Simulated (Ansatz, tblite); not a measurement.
Cost and result up the ladder for Mg₃O₂ (the lowest singlet isomer of a short search) (5 atoms). The state is a singlet with charge 0. Geometry: PBE-D4/def2-SVP.

Cartesian coordinates in Å:
```
Mg 1.4004 -0.6731 -0.4693
Mg -0.8903 -0.4771 0.7138
Mg -1.1187 2.1757 -0.3761
O 0.4184 -1.8426 0.6118
O 0.1901 0.8171 -0.4803
```

Ansatz on 4 threads of Arm Neoverse V2 on a shared host; xTB runs through tblite on one thread. Times are rough, summed over both states, and most runs start from the orbitals of an earlier one. PBE0-D4/def2-TZVP serves as the yardstick here, not as an exact answer. The other state is a doublet.

The xTB rows come from tblite. Another isomer (singlet) lies 0.04 eV lower at PBE0-D4/def2-TZVP.

Run but left out: r2SCAN-D4/def2-TZVP (singlet: restricted singlet, unstable towards broken spin symmetry).

Raw xTB energies of ions are shifted by several eV.

```tsv
level	functions	wall time	vertical IE (eV)	difference from PBE0-D4/def2-TZVP (eV)
GFN1-xTB	20	0.004 s	13.13	6.97
GFN2-xTB	35	0.013 s	12.86	6.70
PBE-D4/def2-TZVP	158	3 s	6.27	0.11
PBE0-D4/def2-TZVP	158	3.9 s	6.16	0.00
```
